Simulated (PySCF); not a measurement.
Vertical excitations of a molecule C4H13NSi from TDA-PBE/def2-SVPD (PySCF), as energy in eV (oscillator strength): 4.99 (0.027), 5.51 (0.001), 5.79 (0.051), 5.85 (0.018), 6.39 (0.033), 6.52 (0.030). Lowest triplet (TDA): 4.88 eV. Geometry: PBE0-D3(BJ)/def2-SVP. The values are those of a single conformer.

**Question.** Identify the compound among the candidates.
(A) CN[C@@H](C)[SiH2]C
(B) CN[Si](C)(C)C
(C) CCN[SiH](C)C
(D) CC[SiH2]CNC

**Answer.** C, CCN[SiH](C)C
